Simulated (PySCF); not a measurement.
An element was calculated at PBE (PySCF 2.14, spin-free X2C, a triple-zeta basis, no spin-orbit coupling), in the ground configurations that NIST lists.

| Quantity | Value |
| --- | --- |
| first ionisation energy | 5.566 eV |
| second ionisation energy | 11.365 eV |
| third ionisation energy | 24.806 eV |

Question: Which element is it?

Answer: Samarium (Sm, Z = 62), in x2c-TZVPPall with one added diffuse shell each of s, p, d, f type. NIST lists 5.644, 11.078 ± 0.02, 23.55 ± 0.08 eV for these ionisation energies.
